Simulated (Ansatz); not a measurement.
Two members of one family (Series BCl2X), computed with Ansatz in the gas phase; def2 core potentials for I, no spin–orbit coupling. The two geometries come from different levels. Binding counts from free atoms in the multiplicity of their measured ground term, without zero-point energy. The structures are stationary points that may keep the symmetry of their start.

First: BCl2I (singlet, charge 0, PBE0-D4/def2-SVP geometry).

```xyz
4

B    -0.071    0.039    0.049
Cl    0.027    1.701    0.555
Cl   -1.490   -0.894    0.423
I     1.534   -0.845   -1.027
```

```tsv
level	HOMO (eV)	LUMO (eV)	gap (eV)	binding per atom (eV)
LDA (SPW92)/def2-TZVP	-6.88	-3.10	3.78	3.77
PBE-D4/def2-SVP	-6.55	-2.59	3.97	3.39
PBE-D4/def2-TZVP	-6.71	-2.86	3.86	3.33
PBE0-D4/def2-SVP	-7.80	-1.79	6.01	3.30
CAM-B3LYP-D4/def2-TZVP	-9.15	-0.86	8.30	3.10
```

Second: BCl2(CN) (singlet, charge 0, r2SCAN-D4/def2-SVP geometry).

```xyz
5

B    -0.407   -0.293   -0.086
Cl   -1.619    0.253   -1.208
Cl   -0.552   -1.811    0.750
C     0.823    0.590    0.174
N     1.756    1.261    0.371
```

Task: Estimate how these quantities change from the first to the second (second minus first).

Result: 
```csv
level,Δ HOMO (eV),Δ LUMO (eV),Δ gap (eV),Δ binding per atom (eV)
LDA (SPW92)/def2-TZVP,-1.64,-1.17,0.46,1.55
PBE-D4/def2-SVP,-1.61,-1.16,0.45,1.46
PBE-D4/def2-TZVP,-1.64,-1.15,0.49,1.44
PBE0-D4/def2-SVP,-1.86,-1.16,0.70,1.36
CAM-B3LYP-D4/def2-TZVP,-2.01,-1.16,0.86,1.39
```
